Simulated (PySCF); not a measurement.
**Löwdin shares of the frontier orbitals**

NbSeBr3 (singlet state).
Geometry (PBE0-D3(BJ)/def2-SVP, Å), atoms numbered from 1 in this order:
```xyz
5
Br3NbSe angstrom
Nb     0.0023   -0.0178   -0.0024
Se    -0.0251   -0.1125    2.2479
Br     2.2989   -0.0364   -0.7290
Br    -1.0858    2.0257   -0.6984
Br    -1.1155   -1.9694   -0.8802
```

Computed with TDDFT PBE0/def2-SVPD, vertical, gas phase, core orbitals frozen in the response, def2 core potentials past Kr in PySCF. Spin–orbit coupling is left out.

Frontier orbitals with the atoms that hold most of them (Löwdin shares over 4%, at most four atoms):

```csv
orbital,ε (eV),atoms
HOMO-3,-9.05,"Se2 57%, Nb1 19%, Br4 8%, Br5 8%"
HOMO-2,-9.01,"Br3 33%, Br5 33%, Br4 33%"
HOMO-1,-7.94,"Se2 55%, Br3 16%, Br5 15%, Nb1 14%"
HOMO,-7.93,"Se2 55%, Br4 20%, Nb1 14%, Br5 6%"
LUMO,-3.57,"Nb1 64%, Br3 13%, Se2 9%, Br5 8%"
LUMO+1,-3.56,"Nb1 64%, Br4 11%, Br5 10%, Se2 10%"
LUMO+2,-2.60,"Nb1 54%, Se2 24%, Br4 11%, Br5 6%"
```

Task: How does S1 compare with the orbital gap of 4.35 eV?

Result: S1 is at 2.82 eV (f = 0.0000), 1.53 eV below the gap, made of HOMO-1/HOMO→LUMO (≥50%), HOMO-1/HOMO→LUMO+1 (≥40%). Without the coupling terms of the response equations the lowest excitation would equal the gap.

For S1 the Löwdin share of niobium is 14% in HOMO and 64% in LUMO+1 (ligand-to-metal charge transfer by this measure).

Next come S2 at 3.01 eV (f 0.0038), HOMO-1/HOMO→LUMO+1 (≥47%), HOMO-1/HOMO→LUMO (≥40%); S3 at 3.01 eV (f 0.0041), HOMO-1/HOMO→LUMO (≥55%), HOMO-1/HOMO→LUMO+1 (≥32%); S4 at 3.15 eV (f 0.011), HOMO-1/HOMO→LUMO+1 (≥43%), HOMO-1/HOMO→LUMO (≥28%); S5 at 3.77 eV (f 0.0000), HOMO-1/HOMO→LUMO+2 (≥55%), HOMO-1/HOMO→LUMO+3 (≥41%).

Orbitals of the list HOMO-3 to LUMO+2 that lie within 0.01 eV of each other are written together with a slash and their weights summed (≥ marks a lower bound); for degenerate orbitals outside that list single weights are arbitrary.

Löwdin shares depend on the basis, the more so with diffuse functions.

Hardware: one thread of an Arm Neoverse V2 (shared host). Cost: 4.8 min wall (with the writing of density and orbital grids), 0.96 GiB resident at most.
